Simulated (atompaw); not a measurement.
## Plane-wave convergence, PAW (atompaw) potential for H

| Item | Value |
| --- | --- |
| Element | H (Z = 1) |
| Generator | atompaw 4.2.0.5 |
| Type | PAW |
| Functional | PBE |
| Relativity | non-relativistic |
| Frozen core | none |
| Valence charge | 1 |
| Reference configuration | 1s1 |
| Partial waves | 1s (bound): rc 1.05 bohr; 1s channel at 0.6 Ry: rc 1.05 bohr; 2p channel at 0.35 Ry: rc 1.05 bohr |
| Local potential | bessel scheme, radius 0.70 bohr |
| Core correction | none |
| Augmentation charge | besselshape compensation charge, radius 0.90 bohr; PAW radius 1.05 bohr; waves and projectors: custom polynom2 7 10 vanderbiltortho |

The pseudo-atom Hamiltonian at the reference potential is diagonalised in spherical Bessel functions j_l(qr) that vanish at 20 bohr, with q² up to the cutoff. All-electron valence levels (Ry): 1s -0.4772.

Q: How do the lowest levels (Ry) of each channel move with the cutoff, and are there ghosts?

A:

```json
{"cutoff (Ry)": "8", "s #1": "-0.4540", "p #1": "0.0293", "d #1": "0.0770", "f #1": "0.1190", "f #2": "0.2589", "Σ f·Δε (mRy)": "23.2"}
{"cutoff (Ry)": "10", "s #1": "-0.4644", "p #1": "0.0293", "d #1": "0.0770", "f #1": "0.1190", "f #2": "0.2589", "Σ f·Δε (mRy)": "12.8"}
{"cutoff (Ry)": "12", "s #1": "-0.4707", "p #1": "0.0293", "d #1": "0.0770", "f #1": "0.1190", "f #2": "0.2589", "Σ f·Δε (mRy)": "6.5"}
{"cutoff (Ry)": "15", "s #1": "-0.4741", "p #1": "0.0293", "d #1": "0.0770", "f #1": "0.1190", "f #2": "0.2589", "Σ f·Δε (mRy)": "3.1"}
{"cutoff (Ry)": "18", "s #1": "-0.4764", "p #1": "0.0293", "d #1": "0.0770", "f #1": "0.1190", "f #2": "0.2589", "Σ f·Δε (mRy)": "0.8"}
{"cutoff (Ry)": "21", "s #1": "-0.4769", "p #1": "0.0293", "d #1": "0.0770", "f #1": "0.1190", "f #2": "0.2589", "Σ f·Δε (mRy)": "0.3"}
{"cutoff (Ry)": "25", "s #1": "-0.4770", "p #1": "0.0293", "d #1": "0.0770", "f #1": "0.1190", "f #2": "0.2589", "Σ f·Δε (mRy)": "0.2"}
{"cutoff (Ry)": "400", "s #1": "-0.4772", "p #1": "0.0293", "d #1": "0.0770", "f #1": "0.1190", "f #2": "0.2589", "Σ f·Δε (mRy)": "0.0"}
```

Result: no extra level below or beside the all-electron valence levels (s, p, d, f tested); 10 mRy is reached at 12 Ry and 1 mRy at 18 Ry.
